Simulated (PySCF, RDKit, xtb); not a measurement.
Complex: boric acid (SMILES OB(O)O) (first 7 atoms) with H2O (SMILES O); geometry from B3LYP-D3(BJ)/def2-TZVP, rigid monomers moved along the line of their centres of mass till H6···O8 is 1.89 Å.
(charge 0, multiplicity 1):
```xyz
10

O      0.4881    -0.2524    -1.4022
B      0.2130    -0.1365    -0.0667
O      0.6055     1.0068     0.5968
O     -0.4435    -1.1790     0.5308
H      0.9491     0.5224    -1.7363
H      0.3681     0.9967     1.5325
H     -0.6013    -1.0236     1.4697
O     -0.4303     0.1025     2.9884
H     -1.2341     0.4592     3.3825
H      0.1192    -0.2020     3.7190
```

Monomers are frozen at their geometry in the pair; levels with a basis set take the counterpoise correction. Rows marked so take none. RDKit's UFF carries no charges.

Rows in STO-3G carry no dispersion term and start afresh at each structure.

Codes used: PySCF for STO-3G rows; RDKit for the force fields; xtb for the GFN methods. Values without a source in brackets are computed.

### Question
One of these levels gives -8.13 kcal/mol for the interaction energy. Which one is it?
A. GFN1-xTB
B. UFF
C. GFN-FF
D. HF/STO-3G (no counterpoise)

### Answer
C, GFN-FF. The others give 48.43 (UFF), -7.17 (GFN1-xTB), -10.56 (HF/STO-3G (no counterpoise))
